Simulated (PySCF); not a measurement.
Working out the ionisation energy of La²⁺

La²⁺ [Xe] 5d1 (2D) → La³⁺ [Xe] (1S). Calculation: PySCF 2.14, in def2-QZVPPD with the def2 core potential (46 electrons) (7s5p4d3f2g, 81 functions); a scalar-relativistic core potential. Frozen: nothing. Energies in hartree (1 hartree = 27.21139 eV):

```csv
part,La²⁺ (lower),La³⁺ (upper)
UHF,-30.533450,-29.865581
MP2 opposite-spin,-0.137945,-0.124570
MP2 same-spin,-0.045391,-0.038664
```

Question: What does Hartree-Fock give?

Answer: (-29.865581) − (-30.533450) = 0.667869 hartree = 18.174 eV.

Question: What do MP2 and SCS-MP2 (6/5 opposite-spin, 1/3 same-spin) give?

Answer: The opposite-spin parts differ by 0.364 eV and the same-spin parts by 0.183 eV. MP2: 18.174 + (0.364) + (0.183) = 18.721 eV. SCS-MP2: 18.174 + 1.2 × (0.364) + (0.183)/3 = 18.672 eV.

Reference: 19.177 eV (measured; NIST Atomic Spectra Database, ionization energies), between the lowest levels; spin-orbit coupling is absent from the calculation.

What remains against the reference includes basis incompleteness and correlation beyond second order.
